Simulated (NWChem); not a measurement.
Species: C₃H₅BO; SMILES OB1C=CC1

```xyz
10

O      0.1128    -1.8960     0.0000
B      0.0584    -0.5498     0.0000
C      1.1281     0.5739     0.0000
C      0.1097     1.4657     0.0000
C     -1.1139     0.5608     0.0000
H     -0.7606    -2.3015     0.0000
H      2.2049     0.7553     0.0000
H      0.1322     2.5657     0.0000
H     -1.7570     0.6477    -0.8932
H     -1.7570     0.6477     0.8932
```
Atoms are numbered in this order, from 1.

Computed with NWChem. Pople sets run with spherical d functions. Geometry: optimised at PBE0/def2-SVP. Vertical excitations in the gas phase; the lowest state need not have the same character in each row.

For level PBE/6-31+G*, full TDDFT:

```yaml
lowest excitation, singlet (eV): 5.26
lowest state with f > 0.02, singlet (eV): 5.81
orbital gap (eV): 4.86
```

**Question.** What are these values for level B3LYP/6-31+G*, full TDDFT?

**Answer.** 
- lowest excitation, singlet (eV): 5.79
- lowest state with f > 0.02, singlet (eV): 6.06
- orbital gap (eV): 6.52
